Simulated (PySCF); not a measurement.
SiH2Me(pyrrolidide), C₅H₁₃NSi.
Bonds: Si1–C4, Si1–N8, N8–C9, N8–C12, C9–C10, C10–C11, C11–C12. Hydrogens: H2, H3 on Si1; H5, H6, H7 on C4; H13, H14 on C9; H15, H16 on C10; H17, H18 on C11; H19, H20 on C12.

The computed photoelectron lines, unassigned: C 1s: 290.00 (area 1), 290.48 (area 2), 291.15 (area 2) eV; N 1s: 403.76 eV; Si 1s: 1846.16 eV; Si 2p3/2: 106.27 eV.

Computed, not measured: delta-SCF UKS SCAN, pcX-2 on the ionised atom, pcseg-1 elsewhere, spin-free X2C (PySCF 2.14.0). Isolated species at its PBE0-D3(BJ)/def2-SVP geometry (one conformer only).

Order the carbon atoms by C 1s binding energy.

290.00 eV: C4 (carbon bonded to Si and 3 H); 290.48 eV: C10/C11 (carbon bonded to 2 C and 2 H); 291.15 eV: C9/C12 (carbon bonded to C, N and 2 H). Lowest listed C 1s: C4, bonded to 3 H and Si. Highest, 1.15 eV above it: C9/C12, bonded to N, C and 2 H.

Bonded neighbours of each site: Si1: N, C and 2 H; C4: 3 H and Si; N8: 2 C and Si; C9/C12: N, C and 2 H; C10/C11: 2 C and 2 H.

Which effective nuclear charge Zeff reproduces each element's mean 1s value in the hydrogen-like formula E = 13.606 eV × Zeff²?

C (Z = 6): mean 290.7 eV, Zeff = 4.62, Z − Zeff = 1.38; N (Z = 7): mean 403.8 eV, Zeff = 5.45, Z − Zeff = 1.55; Si (Z = 14): mean 1846.2 eV, Zeff = 11.65, Z − Zeff = 2.35. Means run over the listed sites, weighted by atom count.

Topologically equivalent atoms share the value of their first member; where this conformer doesn't relate them by symmetry, their own values could differ. Spin–orbit and ligand-field terms were added within each 2p shell after the spin-free SCF. 2p1/2 minus 2p3/2 (ligand field included): Si 0.62 eV.
